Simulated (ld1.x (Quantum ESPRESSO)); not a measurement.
# Reading a pseudo-wave (oxygen)

Columns: radius, all-electron u(r) and pseudo u(r) of the 2s shell (level -31.18 eV) of oxygen in the configuration [He] 2s2 2p3.5; PBEsol, non-relativistic, PAW scheme, ld1.x (Quantum ESPRESSO) 7.5.

| r (bohr) | all-electron | pseudo |
| --- | --- | --- |
| 0.075 | 0.4076 | -0.1538 |
| 0.150 | 0.3783 | -0.3029 |
| 0.225 | 0.1739 | -0.4429 |
| 0.300 | -0.0794 | -0.5700 |
| 0.375 | -0.3224 | -0.6814 |
| 0.450 | -0.5303 | -0.7751 |
| 0.525 | -0.6951 | -0.8504 |
| 0.600 | -0.8169 | -0.9073 |
| 0.675 | -0.8997 | -0.9468 |
| 0.750 | -0.9493 | -0.9700 |
| 0.825 | -0.9718 | -0.9786 |
| 0.900 | -0.9729 | -0.9741 |
| 0.975 | -0.9576 | -0.9576 |
| 1.050 | -0.9301 | -0.9301 |
| 1.125 | -0.8938 | -0.8938 |
| 1.200 | -0.8517 | -0.8517 |
| 1.275 | -0.8058 | -0.8058 |
| 1.350 | -0.7578 | -0.7578 |
| 1.425 | -0.7092 | -0.7092 |
| 1.500 | -0.6609 | -0.6609 |
| 1.575 | -0.6137 | -0.6137 |
| 1.650 | -0.5680 | -0.5680 |
| 1.725 | -0.5242 | -0.5242 |
| 1.800 | -0.4826 | -0.4826 |
| 1.875 | -0.4434 | -0.4434 |
| 1.950 | -0.4066 | -0.4066 |

Q: How many radial nodes do the two functions have?

A: The all-electron 2s function has n − l − 1 = 1; the pseudo-wave has 0, since the states of the same l below it are removed with the core.

Q: At about which radius was the pseudo-wave matched?

A: 1.00 bohr, where the columns begin to agree (steps of 0.07 bohr).

Q: Where does each function peak?

A: Outermost all-electron maximum near 0.90 bohr, pseudo maximum near 0.82 bohr (to the table’s step).

Q: Is the pseudo-wave norm-conserving?

A: No, it belongs to a PAW set: the norm inside the radius is not constrained, and the difference is carried by the augmentation charge.
